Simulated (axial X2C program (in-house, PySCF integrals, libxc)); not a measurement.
Excited states of SbTe⁺ by EOM-EE-CCSD

Computed with an in-house all-electron X2C program for linear molecules (integrals from PySCF): two-component X2C with atomic mean-field Coulomb and Gaunt terms, Gaussian nuclei, basis Te dyall-acv3z, Sb dyall-acv3z with contracted cores.

R = 2.459 Å (near the PBE0 minimum at charge 1 of the determinant lowest at the starting distance; the state shown can have its own minimum elsewhere).

Hartree–Fock spinors of SbTe⁺ (one of each Kramers pair; a window near the gap, which can cut inner shells):

```tsv
ω	occupied	ε (eV)	character
1/2	yes	-28.54	50% Te s, 24% Sb s, 10% Sb p
1/2	yes	-22.66	45% Sb s, 23% Te s, 17% Te p
1/2	yes	-16.22	46% Te p, 40% Sb p, 7% Sb s
1/2	yes	-15.25	56% Te p, 32% Sb p, 5% Sb d
3/2	yes	-14.67	56% Te p, 32% Sb p, 5% Sb d
1/2	no	-6.60	52% Sb p, 23% Te p, 11% Te d
3/2	no	-6.23	48% Sb p, 24% Te p, 12% Te d
1/2	no	-2.90	37% Sb p, 22% Te p, 16% Sb d
1/2	no	-2.50	53% Sb s, 26% Te s, 11% Sb d
1/2	no	-1.76	71% Sb p, 25% Te p
3/2	no	-1.73	71% Sb p, 25% Te p
```

Vertical excitation energies from the closed-shell determinant state of SbTe⁺:

| Ω | excitation (eV) | cm⁻¹ | hole of the leading pair | particle of the leading pair | weight of the pair (for Ω = 0 its time-reversed partner can hold as much again) | singles weight |
| --- | --- | --- | --- | --- | --- | --- |
| 1 | 1.584 | 12777 | 56% Te pπ, 31% Sb pπ | 53% Sb pπ, 24% Te pπ, 10% Te dπ | 0.77 | 0.95 |
| 0⁻ | 1.728 | 13940 | 56% Te pπ, 31% Sb pπ | 50% Sb pπ, 28% Te pπ, 10% Te dπ | 0.24 | 0.96 |
| 2 | 2.107 | 16992 | 56% Te pπ, 31% Sb pπ | 53% Sb pπ, 23% Te pπ, 9% Te dπ | 0.83 | 0.94 |
| 3 | 2.307 | 18606 | 56% Te pπ, 31% Sb pπ | 50% Sb pπ, 27% Te pπ, 10% Te dπ | 0.94 | 0.95 |
| 1 | 2.327 | 18772 | 56% Te pπ, 29% Sb pπ | 53% Sb pπ, 24% Te pπ, 9% Te dπ | 0.94 | 0.94 |

This point took 24 s on 1 thread of Arm Neoverse V1, on a shared host.

Reference electrons by ω block (each with its −ω partner): 1/2: 32, 3/2: 15, 5/2: 4. 10 electrons of SbTe⁺ correlated (inner shells frozen), 88 natural virtual spinors (a truncated set); levels can be off by some tenths of an eV. Roots sought by Ω: (0: 5, 1: 4, 2: 3, 3: 1); the list ends where they run out and leaves out roots under 60 % singles weight. The solver can skip a root, and states that need a further excitation, which the method places far too high, are missing though they may lie low or lowest. T1 of the reference 0.030 (Lee–Taylor). Number of frozen shells: Te 4 s, 3 p, 2 d; Sb 4 s, 3 p, 2 d. Large amplitudes in the reference (orbital relaxation or multireference character) lower the reliability.
